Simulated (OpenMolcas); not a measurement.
## O+: effect of the active space

```json
{
 "Program": "OpenMolcas 26.06",
 "Method": "CASSCF or its RAS form",
 "Basis": "ANO-RCC-VTZP",
 "Scalar Hamiltonian": "DKH2, point nucleus",
 "Spin-orbit coupling": "RASSI with atomic mean-field integrals over the reference wave functions, term energies averaged over their components"
}
```

A. 3 electrons in 3 orbitals (2p); 2S+1 = 4 odd, 1 root; 2S+1 = 2 odd, 8 roots; cost roughly 2.8 core-seconds
B. 5 electrons in 4 orbitals (2s 2p); 2S+1 = 4 odd, 1 root; 2S+1 = 2 odd, 8 roots; 2S+1 = 4 even, 3 roots; 2S+1 = 2 even, 9 roots; cost roughly 11 core-seconds
C. 5 electrons in 8 orbitals (2s 2p 3s 3p); 2S+1 = 4 odd, 1 root; 2S+1 = 2 odd, 8 roots; 2S+1 = 4 even, 3 roots; 2S+1 = 2 even, 9 roots; cost of the order of 25 core-seconds
D. 5 electrons in 9 orbitals (RAS2 2s 2p; RAS3 3d, at most 2 electrons); 2S+1 = 4 odd, 1 root; 2S+1 = 2 odd, 8 roots; 2S+1 = 4 even, 3 roots; 2S+1 = 2 even, 9 roots; cost about 27 core-seconds

Energies in cm-1 above 2s2 2p3 4S* 3/2, the measured ground level; measured values from NIST Handbook of Basic Atomic Spectroscopic Data.

```csv
Level,A,B,C,D,Measured
2s2 2p3 4S* 3/2,0.0,0.0,0.0,0.0,0.0
2s2 2p3 2D* 3/2,30471,30465,30193,29762,26831
2s2 2p3 2D* 5/2,30473,30469,30204,29765,26811
2s2 2p3 2P* 1/2,50502,41117,39888,44399,40470
2s2 2p3 2P* 3/2,50505,41114,39896,44395,40468
```

Deviations, from unrounded energies. A percentage is the sum of absolute deviations over the sum of measured energies, with the sign that they share, or ± where signs differ.

```json
{"Against measurement": "mean absolute deviation (cm-1)", "Levels": "4", "A": "6800", "B": "2100", "C": "2000", "D": "3400"}
{"Against measurement": "other terms of the ground configuration (%)", "Levels": "4", "A": "+20.3", "B": "+6.4", "C": "±5.9", "D": "+10.2"}
```

C lies closest to measurement on these levels and A furthest from it. The largest miss of C in the table is 2s2 2p3 2D* 5/2, by +3400 cm-1. The ranking rests on the paired levels alone, and a cruder setting can come out closer through cancelling errors.

Among A to D the level of the table that moves most is 2s2 2p3 2P* 1/2, by 11000 cm-1 (lowest in C, highest in A).

Without dynamic correlation excited terms often stand tens of per cent too high (terms of higher spin than the ground term too low), and those without a measured partner can miss by more than the paired ones. With the s shell closed, the reference lacks s² → p² mixing (holds for A). The run also gave levels led by 2s2 2p2 3s, which use shells meant for correlation; these and all levels above them are left out (holds for C). Active for correlation alone: 3d; no level in the range computed is led by a configuration that fills it, so any true level of that kind is missing (holds for D). Computed and measured levels are paired by configuration, term and J; levels that our copy of the source lacks, or whose pairing is in doubt (as where it misses far off the trend of its configuration), stay unpaired and out of the deviations. Levels of configurations outside the active space are missing. Levels that lie high or do not pair safely by name in every column are left out.

* marks odd parity.
